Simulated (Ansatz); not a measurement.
Ansatz (a program for electronic structure) input:

Ansatz 0.2 input:
```yaml
crystal:
  periodic: [false, false, false]
  atoms:
    - {symbol: Te, position_ang: [0.22297457, 1.94706076, -1.63045109]}
    - {symbol: Ge, position_ang: [0.03604019, -0.07647919, -0.13842960]}
    - {symbol: Te, position_ang: [-1.04173825, 1.31802590, 1.81672467]}
    - {symbol: Te, position_ang: [-1.39741609, -2.10404431, -0.85870973]}
    - {symbol: Te, position_ang: [2.23527424, -1.12044608, 0.75528893]}
    - {symbol: H, position_ang: [-2.51094847, 1.37232936, 1.03887890]}
    - {symbol: H, position_ang: [-2.75318004, -1.15059720, -0.99930210]}
    - {symbol: H, position_ang: [3.11793065, 0.11459618, 0.08182515]}
basis:
  gaussian:
    orbitals: def2-TZVP
hamiltonian:
  xc: {name: PBE0}
magnetization: {spin_polarized: true, initial_magnetization: 1}
```

**Question.** Which total energy does the run end on?

**Answer.** -3150.78205 Eh (PBE0/def2-TZVP). The basis has 266 functions.

It need not be the lowest isomer of its formula.
